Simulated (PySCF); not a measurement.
hexa-1,2-dien-4-yne (C6H6), SMILES C=C=CC#CC. Geometry: PBE0-D3(BJ)/def2-SVP.

Problem. Give the equilibrium geometry at PBE0-D3(BJ)/def2-SVP (PySCF confirms it by a frequency run) as Cartesian coordinates in Å. (An estimate is asked for; the answer gives what the named calculation found.)

Solution. 
```xyz
12

C      2.9550     0.0146     0.6687
C      1.8276    -0.4512     0.2067
C      0.6941    -0.9349    -0.2649
C     -0.5539    -0.2498    -0.2365
C     -1.6340     0.3064    -0.2284
C     -2.9197     0.9813    -0.2129
H      3.2581    -0.1564     1.7079
H      3.6330     0.5965     0.0340
H      0.7092    -1.9386    -0.7130
H     -3.7089     0.3424    -0.6389
H     -2.8878     1.9127    -0.8005
H     -3.2184     1.2450     0.8142
```
Charge 0, spin multiplicity 1.
